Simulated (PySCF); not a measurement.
Sb(H)2(OH) (H₃OSb), SMILES [OH][SbH2].

Geometry optimised at PBE0-D3(BJ)/def2-TZVP. The def2 effective core potentials stand for the cores of Sb; spin–orbit coupling is left out.

Level of theory: PBE0/def2-TZVPD (PySCF).

Symmetry labels are those of the subgroup Cs that the program uses (full group Cs).

**Question.** List the valence orbital energies around the gap with their symmetry. (The exact figures need the calculation; the answer reports its results.)

**Answer.** 
```
orbital  symmetry  energy (eV)
-------  --------  -----------
HOMO−7         A'       -36.09
HOMO−6         A'       -27.30
HOMO−5         A'       -16.28
HOMO−4         A'       -12.72
HOMO−3         A'       -10.30
HOMO−2         A"       -10.22
HOMO−1         A"        -8.43
HOMO           A'        -7.44
LUMO           A'        -1.25
LUMO+1         A"        -0.15
LUMO+2         A'         0.08
LUMO+3         A'         1.10
```
